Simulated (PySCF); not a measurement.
```xyz
3
charge 0 multiplicity 1, angstrom
Cd    0.0000    0.0000    0.0000
Cl    2.2790    0.0000    0.0000
Cl   -2.2790    0.0000    0.0000
```

These are results of BP86 in PySCF with Cd def2-TZVP with ECP28, Cl def2-TZVP; scalar-relativistic core potentials, no spin–orbit coupling; density-fitted integrals, not measurements.

This geometry of CdCl2 is a stationary point at this level.

(1) What is the point group?

(2) Is it a minimum?

(3) Which band is strongest in the infrared?

(4) What is the atomisation energy, with and without zero-point energy?

Answers

(1) D∞h.

(2) Yes: all harmonic wavenumbers are real.

(3) 408 cm⁻¹ (σu+), 60 km/mol.

(4) 540 kJ/mol without, 535 kJ/mol with.
